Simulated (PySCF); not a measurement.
## Tantalum: a sound run and one with changed settings

Sound run: Ta [Xe] 4f14 5d3 6s2, Ta+ [Xe] 4f14 5d3 6s1. Calculation: PySCF 2.14, in def2-TZVP with the def2 core potential (60 electrons); a scalar-relativistic core potential. The sound run starts from symmetry-adapted Hartree-Fock orbitals and uses a fine grid where one is needed.

Changed run: 6 angular points. This setting is unsound on purpose.

| species | method | sound run (hartree) | changed run (hartree) | converged |
| --- | --- | --- | --- | --- |
| Ta | UHF | -56.29083 | -56.29083 | yes |
| Ta | r2SCAN | -56.85880 | -56.43527 | yes |
| Ta | BP86 | -56.92912 | -56.41896 | yes |
| Ta+ | UHF | -56.08051 | -56.08051 | yes |
| Ta+ | r2SCAN | -56.60839 | -56.00809 | yes |
| Ta+ | BP86 | -56.65569 | -56.01943 | yes |

Ionisation energy of Ta:

| method | sound run (eV) | changed run (eV) |
| --- | --- | --- |
| UHF | 5.723 | 5.723 |

A coarse angular grid integrates products of high-l functions wrongly, so density functionals can shift, and the SCF can exploit the error; Hartree-Fock and MP2 need no grid.

For comparison, NIST gives 7.550 eV between the lowest levels.
